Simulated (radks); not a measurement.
Results of a calculation; reference values are marked as such.
Mean orbital radii <r> (bohr) of the cerium ion Ce+, [Xe] 4f1 5d2, at several levels of relativity; Dirac values are averaged over j with weights 2j + 1. Spin-unpolarised spherical Kohn-Sham, PBE, point nucleus unless stated (finite: rms radius 4.8771 fm), a radial shooting solver on a logarithmic mesh with Libxc functionals. A level marked "c x" has the speed of light scaled by that factor and shares open shells by 2j + 1; other Dirac levels either fill j = l - 1/2 first or share by 2j + 1.

| shell | non-rel. | scalar-rel. | Dirac, 2j+1 shares, finite nucleus | Dirac, c x 3 | change of magnitude, last against first (%) |
|---|---|---|---|---|---|
| 2s | 0.1121 | 0.1052 | 0.1047 | 0.1113 | -0.71 |
| 2p | 0.09528 | 0.09236 | 0.09208 | 0.09493 | -0.37 |
| 3s | 0.2934 | 0.2786 | 0.2783 | 0.2918 | -0.55 |
| 3p | 0.2833 | 0.2767 | 0.2762 | 0.2826 | -0.28 |
| 3d | 0.2542 | 0.2536 | 0.2536 | 0.2541 | -0.03 |
| 4s | 0.6678 | 0.6373 | 0.6373 | 0.6645 | -0.49 |
| 4p | 0.6879 | 0.6747 | 0.6742 | 0.6864 | -0.22 |
| 4d | 0.7411 | 0.7441 | 0.7444 | 0.7414 | +0.04 |
| 5s | 1.597 | 1.523 | 1.524 | 1.589 | -0.49 |
| 5p | 1.798 | 1.770 | 1.769 | 1.795 | -0.17 |
| 4f | 1.037 | 1.114 | 1.114 | 1.044 | +0.70 |
| 5d | 2.771 | 2.846 | 2.848 | 2.779 | +0.30 |
